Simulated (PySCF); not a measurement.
Identify the unknown among the candidates.

All candidates are C8H7F3.

| technique | computed result |
| --- | --- |
| Dipole | 3.54 D [PBE0/pcSseg-1] |
| Rotational structure | rotational constants A, B, C: 2.831, 0.630, 0.568 GHz [GFN2-xTB] |
| NMR, other nuclei | isotropic shieldings of nuclei other than C and H, by class: 248 (3 F) ppm [GIAO PBE0/pcSseg-1] |
| 13C NMR | chemical shifts (computed TMS as zero) by class: 148.0 (1 C), 134.6 (1 C), 134.4 (2 C), 134.1 (1 C), 132.4 (2 C), 24.1 (1 C) ppm [GIAO PBE0/pcSseg-1] |
| 1H NMR | chemical shifts (computed TMS as zero) by class: 7.96 (2 H), 7.62 (2 H), 2.58 (3 H) ppm [GIAO PBE0/pcSseg-1] |

Electronic properties: PySCF, gas phase, density fitting. Levels stand in brackets. Geometry: GFN2-xTB; no solvent, vibrations or thermal averaging. GFN2-xTB frequencies show an imaginary mode (40i cm⁻¹), so this geometry is no minimum at that level. NMR classes are plain means over equivalent atoms (diastereotopic ones count apart unless rotation or inversion swaps them), as if these changed places fast.

**Question.** Which candidate is it?
A. `FC(F)(F)CC=C1C=CC=C1`
B. `Cc1ccc(C(F)(F)F)cc1`
C. `FCc1ccc(C(F)F)cc1`
D. `C=C1C=C/C1=C(/C)C(F)(F)F`

**Answer.** B. It is `Cc1ccc(C(F)(F)F)cc1`. Numbering: `[CH3:1][c:2]1[cH:3][cH:4][c:5]([C:6]([F:7])([F:8])[F:9])[cH:10][cH:11]1`. Its formula, C8H7F3, gives 4 degrees of unsaturation: 1 ring and 3 π bonds in the structure found (Kekulé form). 8 carbons fall into 6 classes; from least to most shielded: substituted aromatic carbon [C2] (148.0 ppm), substituted aromatic carbon [C5] (134.6 ppm), aromatic CH carbon [C3/C11] (134.4 ppm, 2 C), CF3 carbon [C6] (134.1 ppm), aromatic CH carbon [C4/C10] (132.4 ppm, 2 C), benzylic-type carbon [C1] (24.1 ppm). Hydrogen classes from least to most shielded: 2 H on 2 aromatic CH carbons, C4/C10 (7.96 ppm), 2 H on 2 aromatic CH carbons, C3/C11 (7.62 ppm), 3 H on a benzylic-type carbon, C1 (2.58 ppm). The other shieldings belong to: 248 ppm, fluorine of a CF3 group [F7/F8/F9]. The optimised geometry has point group Cs and is an asymmetric top.

The others, at the same levels:
- `FCc1ccc(C(F)F)cc1` fails: its computed 13C shifts are 146.6 (1 C), 141.3 (1 C), 131.1 (2 C), 128.4 (2 C), 121.1 (1 C), 86.6 (1 C) ppm, 1H shifts are 7.92 (2 H), 7.69 (2 H), 7.10 (1 H), 5.99 (2 H) ppm and rotational constant A is 3.201 GHz (against 2.831 GHz).
- `FC(F)(F)CC=C1C=CC=C1` fails: it has 8 carbon classes against 6; its computed 13C shifts are 157.4 (1 C), 142.8 (1 C), 140.0 (1 C), 139.5 (1 C), 134.6 (1 C), 132.2 (1 C), 123.5 (1 C), 41.6 (1 C) ppm, 1H shifts are 6.83 (1 H), 6.72 (1 H), 6.62 (1 H), 6.54 (1 H), 6.33 (1 H), 3.31 (2 H) ppm and rotational constant A is 2.993 GHz (against 2.831 GHz).
- `C=C1C=C/C1=C(/C)C(F)(F)F` fails: it has 8 carbon classes against 6; its computed 13C shifts are 158.5 (1 C), 155.4 (1 C), 155.0 (1 C), 148.7 (1 C), 134.4 (1 C), 117.6 (1 C), 104.5 (1 C), 14.3 (1 C) ppm, 1H shifts are 7.52 (1 H), 7.27 (1 H), 5.26 (1 H), 5.16 (1 H), 2.16 (3 H) ppm and rotational constant A is 2.071 GHz (against 2.831 GHz).

Each candidate is one conformer, not necessarily the lowest. The conformers computed, where there is a choice (atom-mapped SMILES and torsion angles):
- `[CH3:1][c:2]1[cH:3][cH:4][c:5]([C:6]([F:7])([F:8])[F:9])[cH:10][cH:11]1`: C4–C5–C6–F7 -151°
- `[F:1][CH2:2][c:3]1[cH:4][cH:5][c:6]([CH:7]([F:8])[F:9])[cH:10][cH:11]1`: F1–C2–C3–C4 173°, C5–C6–C7–F8 29°
- `[F:1][C:2]([F:3])([F:4])[CH2:5][CH:6]=[C:7]1[CH:8]=[CH:9][CH:10]=[CH:11]1`: F1–C2–C5–C6 61°, C2–C5–C6–C7 -120°
- `[CH2:1]=[C:2]1[CH:3]=[CH:4]/[C:5]1=[C:6](/[CH3:7])[C:8]([F:9])([F:10])[F:11]`: C5–C6–C8–F9 121°
